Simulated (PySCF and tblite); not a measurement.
Results of a calculation; reference values are marked as such.
4 E/Z isomers of C₈H₈O₂, numbered alike:

```tsv
isomer	SMILES	descriptors
A	[CH:1]#[C:2]/[CH:3]=[CH:4]\[CH:5]=[CH:6]\[O:7][C:8]([CH3:9])=[O:10]	3=4 Z, 5=6 E
B	[CH:1]#[C:2]/[CH:3]=[CH:4]/[CH:5]=[CH:6]\[O:7][C:8]([CH3:9])=[O:10]	3=4 E, 5=6 Z
C	[CH:1]#[C:2]/[CH:3]=[CH:4]/[CH:5]=[CH:6]/[O:7][C:8]([CH3:9])=[O:10]	3=4 E, 5=6 E
D	[CH:1]#[C:2]/[CH:3]=[CH:4]\[CH:5]=[CH:6]/[O:7][C:8]([CH3:9])=[O:10]	3=4 Z, 5=6 Z
```

Protocol: conformer search, at most 6 conformers an isomer, GFN2-xTB geometries, energies PBE0/6-31G* (D3(BJ) added where defined), GIAO shieldings PBE0/6-31G*, weights at 298.15 K with GFN2-xTB thermal terms. Programs: PySCF with density fitting and tblite.

Task: What shifts does each isomer give (ppm)?

Result: 
A: ¹H (against TMS): 7.88 (H6, 1H), 6.71 (H5, 1H), 6.45 (H4, 1H), 5.43 (H3, 1H), 2.88 (H1, 1H), 2.02 (H9, 3H). ¹³C (against TMS): 158.7 (C8), 138.1 (C6), 134.3 (C4), 107.8 (C5), 104.7 (C3), 85.3 (C1), 74.5 (C2), 21.3 (C9).

B: ¹H (against TMS): 7.43 (H6, 1H), 7.26 (H4, 1H), 5.55 (H5, 1H), 5.46 (H3, 1H), 2.65 (H1, 1H), 2.05 (H9, 3H). ¹³C (against TMS): 158.2 (C8), 132.5 (C4), 131.9 (C6), 107.9 (C5), 105.8 (C3), 81.7 (C1), 76.7 (C2), 21.3 (C9).

C: ¹H (against TMS): 7.79 (H6, 1H), 6.68 (H4, 1H), 5.92 (H5, 1H), 5.54 (H3, 1H), 2.67 (H1, 1H), 2.00 (H9, 3H). ¹³C (against TMS): 158.5 (C8), 136.9 (C6), 135.0 (C4), 109.1 (C5), 107.0 (C3), 81.9 (C1), 76.5 (C2), 21.2 (C9).

D: ¹H (against TMS): 7.56 (H6, 1H), 7.07 (H4, 1H), 6.41 (H5, 1H), 5.38 (H3, 1H), 2.84 (H1, 1H), 2.03 (H9, 3H). ¹³C (against TMS): 158.1 (C8), 133.1 (C6), 131.4 (C4), 106.1 (C5), 103.6 (C3), 84.9 (C1), 74.5 (C2), 21.3 (C9).

Task: Which carbons tell the isomers apart best?

Result: C6: 138.1 in A, 131.9 in B, 136.9 in C, 133.1 in D; C4: 134.3 in A, 132.5 in B, 135.0 in C, 131.4 in D; C1: 85.3 in A, 81.7 in B, 81.9 in C, 84.9 in D ppm.

Shifts are unscaled: against experiment ¹³C can be off by 15 ppm or more and ¹H by 0.8 ppm. At least one structure keeps an imaginary mode at the tight-binding level. The search found a single conformer for at least one isomer; other rotamers may be missing.
